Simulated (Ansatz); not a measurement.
```yaml
crystal:
  periodic: [false, false, false]
  atoms:
    - {symbol: Cu, position_ang: [1.005422, -0.849272, -1.078975]}
    - {symbol: Cu, position_ang: [-0.009330, -1.270292, 1.080001]}
    - {symbol: Cu, position_ang: [0.241619, 0.470516, 2.634003]}
    - {symbol: Cu, position_ang: [-1.338317, -0.562353, -0.821554]}
    - {symbol: Cu, position_ang: [0.167797, 1.026245, 0.359870]}
    - {symbol: Te, position_ang: [-0.067201, 1.185156, -2.173355]}
basis:
  gaussian: {orbitals: def2-TZVP, initial_orbitals: start.molden}
magnetization: {spin_polarized: true, initial_magnetization: 1}
hamiltonian: {xc: pbe0, dispersion: d4}
scf: {omitted_lower_state_checks: [starts]}
output: {orbitals: {seedname: orbitals}}
```

The file start.molden holds the orbitals of an earlier run on this structure, at another level or in another basis.

```sh
$ ansatz run in.yaml --threads 4 --pin off --events-out ev --progress --plain --max-ram 4787MiB
```

Q: Does this run fit into the memory that it is given?

A: No. It has 275 basis functions, and Ansatz plans for 5.27 GiB where 4.67 GiB are given.
